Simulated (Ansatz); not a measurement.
Reaction (formal exchange of groups at the Se–Si bond): `O[SiH2][SiH2][SeH]` + `C=[N][AlH2]` → `[AlH2]/[N]=C\[SeH]` + `O[SiH2][SiH3]`

Calculated with Ansatz (gas phase, PBE0-D4/def2-TZVP geometries, no zero-point term in ΔE). CCSD(T)/CBS is the MP2 limit (def2-TZVPP, def2-QZVPP) plus CCSD(T) − MP2 in def2-TZVPP, frozen cores. Functionals use def2-TZVPP. For Se outer-core shells are correlated without core-valence functions, which leaves a few kJ/mol of doubt a bond. Scalar relativity is left out up to krypton. One conformer a species, not always the lowest.

`O[SiH2][SiH2][SeH]`:

Z-matrix (Å, degrees):
```
Si
Si 1 2.344
O 1 1.649 2 106.7
H 1 1.492 2 108.1 3 -120.7
H 1 1.484 2 114.0 3 118.5
Se 2 2.303 1 103.9 3 39.4
H 2 1.487 1 115.7 3 161.3
H 2 1.486 1 113.2 3 -71.6
H 3 0.963 1 114.6 2 -31.9
H 6 1.470 2 93.2 1 62.1
```

`C=[N][AlH2]`:

Cartesian coordinates in Å:
```
C 0.025 -1.465 0.305
N 0.005 -0.248 0.053
Al -0.025 1.463 -0.304
H 0.379 -1.864 1.268
H -0.310 -2.224 -0.419
H -1.342 2.254 0.064
H 1.267 2.085 -0.966
```

`[AlH2]/[N]=C\[SeH]`:

Cartesian coordinates in Å:
```
Al 0.048 -0.254 -2.024
N 0.043 0.172 -0.325
C 0.030 0.419 0.884
Se -0.255 -0.927 2.240
H -1.330 -0.188 -2.791
H 1.435 -0.650 -2.668
H 0.177 1.415 1.320
H -0.149 0.012 3.364
```

`O[SiH2][SiH3]`:

```xyz
9

O     0.532    1.905    0.615
Si    0.825    0.543   -0.277
Si   -0.747   -1.151    0.135
H    -0.316    2.336    0.502
H     0.824    0.843   -1.739
H     2.186    0.100    0.113
H    -0.466   -2.328   -0.732
H    -2.121   -0.661   -0.173
H    -0.717   -1.585    1.558
```

```tsv
species	B2PLYP energy (Eh)
`O[SiH2][SiH2][SeH]`	-3058.81741
`C=[N][AlH2]`	-337.52426
`[AlH2]/[N]=C\[SeH]`	-2738.71272
`O[SiH2][SiH3]`	-657.60422
```

(1) Work out ΔE.

Largest T1 diagnostic among the species: 0.015.

## Answers

(1) ΔE = (-2738.71272) + (-657.60422) − (-3058.81741) − (-337.52426) = 0.02473 Eh = +0.67 eV. CCSD(T)/CBS gives +0.79 eV.

In def2-TZVPP, CCSD(T) changes the Hartree–Fock value by −0.07 eV (the triples alone add −0.02 eV) and MP2 by −0.07 eV. The D4 term adds +0.04 eV with B3LYP and +0.02 eV with PBE0; it sums over pairs of atoms, weighted by their polarisabilities, and B3LYP, whose exchange is more repulsive, gets the larger term.

B3LYP here is the variant with VWN-RPA as its local correlation; programs differ in this.
